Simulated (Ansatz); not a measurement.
```yaml
crystal:
  periodic: [false, false, false]
  atoms:
    - {symbol: Sn, position_ang: [-1.560559, 0.193322, -1.173961]}
    - {symbol: Sn, position_ang: [0.947293, 1.542484, 1.112245]}
    - {symbol: Sn, position_ang: [1.012013, -1.575854, -0.553169]}
    - {symbol: F, position_ang: [1.967854, 0.352362, -0.408792]}
    - {symbol: F, position_ang: [-1.317503, -1.763940, -0.374441]}
    - {symbol: F, position_ang: [-1.304509, 0.736123, 1.032508]}
    - {symbol: F, position_ang: [-0.142759, 1.714051, -0.788140]}
    - {symbol: F, position_ang: [0.856754, -0.857003, 1.400863]}
basis:
  gaussian: {orbitals: def2-mTZVP}
magnetization: {spin_polarized: false, initial_magnetization: 1}
hamiltonian: {xc: {name: HSE06}}
scf: {lower_state_search: light}
output: {forces: true}
```

```sh
$ ansatz run in.yaml --threads 4 --pin off --events-out ev --progress --plain --max-ram 6963MiB
```

Output, abridged:

```
Functional definition: HSE06
2020 factors; integrals over basis functions are off by at most 3.5e-4 eV
110 factors; integrals over basis functions are off by at most 2.8e-7 eV
mean field evaluation 1: about -31066.6335 eV, gradient 8.5e1 eV
mean field evaluation 2: about -31066.7886 eV, gradient 8.5e1 eV
mean field evaluation 4: about -31075.6402 eV, gradient 3.8e1 eV
mean field evaluation 8: about -31078.2261 eV, gradient 4.7e-1 eV
mean field evaluation 16: about -31078.2486 eV, gradient 3.2e-3 eV
mean field evaluation 32: about -31029.8410 eV, gradient 9.5e1 eV
mean field -31078.24857298 eV, -1142.1045694636 hartree, gradient 6.0e-5 eV, S^2 0.750000; 0 other end points of the search recorded, 0 dependent functions left out
reference -31078.24863324 eV, -1142.1045716780 hartree; 56, 55 occupied and 147, 148 virtual orbitals, 2020 factors
Total energy: -31078.24863324 eV, -1142.1045716780 hartree
Atom 0 at    -1.560559     0.193322    -1.173961 Å, force    -0.588956    -0.151020     0.657469 eV/Å
Atom 1 at     0.947293     1.542484     1.112245 Å, force    -1.557678    -1.702157    -0.988960 eV/Å
Atom 2 at     1.012013    -1.575854    -0.553169 Å, force    -0.371737    -0.605888    -0.135848 eV/Å
Atom 3 at     1.967854     0.352362    -0.408792 Å, force     0.591585     0.781228     0.286569 eV/Å
Atom 4 at    -1.317503    -1.763940    -0.374441 Å, force     0.206367    -0.263829     0.193422 eV/Å
Atom 5 at    -1.304509     0.736123     1.032508 Å, force     0.630658     0.091708    -0.299761 eV/Å
Atom 6 at    -0.142759     1.714051    -0.788140 Å, force     1.044619     1.231158     0.109325 eV/Å
Atom 7 at     0.856754    -0.857003     1.400863 Å, force     0.045142     0.618800     0.177785 eV/Å
Dipole moment:     0.505066     0.498691    -0.136112 e Å
```

Run time 11 s (4 threads of Intel Xeon Platinum 8375C on a shared host), peak host memory 1.1 GiB.

In the def2 sets Sn takes a core potential; there is no spin–orbit coupling. HSE06 is defined as in plane-wave codes, on full-range PBE exchange.

With spin_polarized false and unpaired electrons the run is restricted open-shell.
